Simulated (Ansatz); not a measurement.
A made-up structure of CH$_{4}$ClSn (charge +1), singlet:

```xyz
7
angstrom
Cl -0.3998 -1.5476 0.8791
C -0.6322 -0.2089 -0.5350
Sn 0.6649 0.5723 0.2594
H -1.6000 0.3151 -0.3678
H -0.3175 -0.6608 -1.5024
H 0.0944 1.5623 1.5604
H 2.1903 -0.0324 -0.2937
```

It is relaxed with PBE-D4/def2-SVP and then PBE0-D4/def2-TZVP (Ansatz 0.2.0). Atoms count as bonded within 1.22 times the sum of their covalent radii (H–H: 0.88 Å). The end point is not checked to be a true minimum.

(1) Does its bonding change? (Judge from chemistry; the calculation decides.)

Results:

(1) Computed: No: no bond forms or breaks.

Where it ends: The first stage lowers the energy by 3.16 eV in 7 steps. It ends as CH₄ClSn ([CH2]1[Cl][SnH2]1), total charge +1:
```csv
atom,x (Å),y (Å),z (Å)
Cl1,-0.5115,-1.5194,0.7286
C2,-0.7781,-0.3114,-0.6117
Sn3,0.8231,0.6575,0.3649
H4,-1.7721,0.1132,-0.5149
H5,-0.5841,-0.7907,-1.5658
H6,0.4412,1.6636,1.6577
H7,2.3815,0.1872,-0.0588
```

Labels in which every atom is bracketed show which atoms are joined, not bond orders.

For scale, one of the runs: PBE0-D4/def2-TZVP relaxation, 142 basis functions, launched by `ansatz run in.yaml --threads 2 --pin off --events-out ev --progress --plain --max-ram 4352MiB`. The run took about 19 s on 2 CPU threads of an Arm Neoverse V1 (shared host).
